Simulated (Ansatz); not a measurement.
Breaking the O3–H4 bond in FGeHO (SMILES [OH][Ge][F]) (multiplicity 1 held, fragments rigid). Energies count from the point at 0.965 Å.
Geometry at that point (charge 0, multiplicity 1):
```
atom    x (Å)    y (Å)    z (Å)
----  -------  -------  -------
Ge     0.1077  -0.0493   0.4077
F      0.2474   1.3715  -0.6247
O     -0.6085  -1.0965  -0.8575
H     -0.8059  -1.9945  -0.5656
```

Signs of static correlation in cc-pVTZ, from Ansatz (a program for electronic structure) runs.

```
R (Å)  T1 of restricted CCSD  ⟨S²⟩ of UHF  largest double amplitude of restricted CCSD
-----  ---------------------  -----------  -------------------------------------------
0.772                  0.016        0.000                                        0.081
0.868                  0.017        0.000                                        0.080
0.965                  0.017        0.000                                        0.080
1.061                  0.017        0.000                                        0.079
1.158                  0.018        0.000                                        0.079
1.302                  0.019        0.000                                        0.079
1.447                  0.020        0.286                                   (withheld)
1.688                  0.022        0.734                                   (withheld)
1.929                  0.026        0.899                                        0.286
2.219                  0.033        0.971                                        0.312
2.605                  0.040        1.000                                        0.483
3.087                  0.042        1.009                                        0.649
```

Q: Fill in the missing entries.

A: 
- 1.447, largest double amplitude of restricted CCSD: 0.106
- 1.688, largest double amplitude of restricted CCSD: 0.197

Doubts at one or more of the structures used: a restricted determinant that unrestricted orbitals would lower (R-CCSD(T)/cc-pVTZ); other coupled-cluster roots lie near (R-CCSD(T)/cc-pVTZ); a spin-contaminated determinant (U-CCSD(T)/cc-pVTZ); T1 above 0.05 (U-CCSD(T)/cc-pVTZ).
